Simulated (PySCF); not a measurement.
# Frontier levels across methods

Compound: H6OS2Si2.
Cartesian coordinates in Å at the PBE0-D3(BJ)/def2-SVP level; atoms count from 1:
```xyz
11
H6OS2Si2 angstrom
S      2.0997    0.4507    1.0409
Si     1.4326   -0.1736   -0.8998
O     -0.1609   -0.6217   -0.9080
Si    -1.6015   -0.5346   -0.0943
S     -1.7100    1.1533    1.2247
H      1.4214    1.6199    1.0048
H      2.2702   -1.3548   -1.2323
H      1.6208    0.9288   -1.8804
H     -2.6946   -0.3250   -1.0778
H     -1.7854   -1.7931    0.6773
H     -0.8531    0.6249    2.1275
```

Basis pcSseg-2 throughout (PySCF), one geometry. Geometry: PBE0-D3(BJ)/def2-SVP, one conformer, isolated molecule.

**Question.** How do the orbital energies, the gap and the dipole change with the method?

**Answer.** 
```
   method                    kind  HOMO (eV)  LUMO (eV)  gap (eV)  μ (D)  SCF cycles
     BLYP                     GGA      -6.29      -0.93      5.36   0.37          15
    B97-D                     GGA      -6.42      -0.90      5.53   0.42          15
      PBE                     GGA      -6.47      -1.04      5.43   0.36          15
     OPBE                     GGA      -6.49      -0.84      5.64   0.39          16
      KT3                     GGA      -6.53      -1.06      5.47   0.38          15
      KT2                     GGA      -6.54      -1.17      5.37   0.36          15
     BP86                     GGA      -6.56      -1.07      5.49   0.37          15
      LDA                     LDA      -6.60      -1.27      5.33   0.36          14
    B3LYP           global hybrid      -7.42      -0.40      7.01   0.43          13
    B97-2           global hybrid      -7.43      -0.15      7.28   0.45          12
     PBE0           global hybrid      -7.69      -0.17      7.51   0.44          12
 mPW1PW91           global hybrid      -7.70      -0.15      7.55   0.44          12
BHandHLYP           global hybrid      -8.74       0.65      9.39   0.52          11
CAM-B3LYP  range-separated hybrid      -8.98       0.77      9.76   0.49          12
  wB97X-D  range-separated hybrid      -9.54       1.57     11.10   0.52          12
  LC-wPBE  range-separated hybrid     -10.42       1.97     12.39   0.55          13
       HF            Hartree–Fock     -10.46       2.69     13.14   0.64          10
```

The HOMO spans 4.17 eV, from BLYP down to HF, and the gap runs from 5.33 eV (LDA) to 13.14 eV (HF). Over the methods BLYP (0 %), B97-D (0 %), PBE (0 %), OPBE (0 %), KT3 (0 %), KT2 (0 %), BP86 (0 %), LDA (0 %), B3LYP (20 %), B97-2 (21 %), PBE0 (25 %), mPW1PW91 (25 %), BHandHLYP (50 %), HF (100 %), a straight line through the gap against the share of exact exchange rises by 0.78 eV for each 10 % (correlation coefficient 0.999). The dipole ranges from 0.36 D (KT2) to 0.64 D (HF). This basis has no diffuse functions.
